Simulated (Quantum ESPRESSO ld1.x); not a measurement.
Values are calculated unless marked as measured or tabulated.
Ag, 47 electrons, occupied as [Kr] 4d10 5s1 (the NIST ground configuration). Code: ld1.x of Quantum ESPRESSO 7.5. Model: Dirac Kohn-Sham, PBEsol, spin-unpolarised, spherical densities, point nucleus; speed of light set to 171.295 atomic units (1.25 times the physical value, a model run). Some entries of the table are withheld. Estimate them.

| orbital | occ. | eigenvalue (hartree) | <r^2> (bohr^2) | <1/r> (bohr^-1) |
|---|---|---|---|---|
| 1s1/2 | 2 | -918.996 | 0.001344 | 48.29 |
| 2s1/2 | 2 | -134.258 | 0.02206 | 11.07 |
| 2p1/2 | 2 | -124.849 | (1) | 11.06 |
| 2p3/2 | 4 | -120.837 | (2) | 10.64 |
| 3s1/2 | 2 | -24.5621 | 0.1594 | 3.896 |
| 3p1/2 | 2 | (3) | 0.1548 | 3.808 |
| 3p3/2 | 4 | (4) | 0.1606 | 3.705 |
| 3d3/2 | 4 | -13.3207 | 0.1414 | 3.546 |
| 3d5/2 | 6 | -13.1740 | 0.1432 | 3.518 |
| 4s1/2 | 2 | -3.38700 | 0.9667 | 1.496 |
| 4p1/2 | 2 | -2.20405 | 1.130 | 1.374 |
| 4p3/2 | 4 | -2.08761 | 1.177 | 1.341 |
| 4d3/2 | 4 | -0.28802 | 2.448 | 0.9790 |
| 4d5/2 | 6 | -0.27481 | 2.512 | 0.9680 |
| 5s1/2 | 1 | -0.15641 | 11.93 | 0.4016 |

Answer. 
(1) 2p1/2 <r^2> (bohr^2): 0.01656
(2) 2p3/2 <r^2> (bohr^2): 0.01740
(3) 3p1/2 eigenvalue (hartree): -20.8005
(4) 3p3/2 eigenvalue (hartree): -20.0944
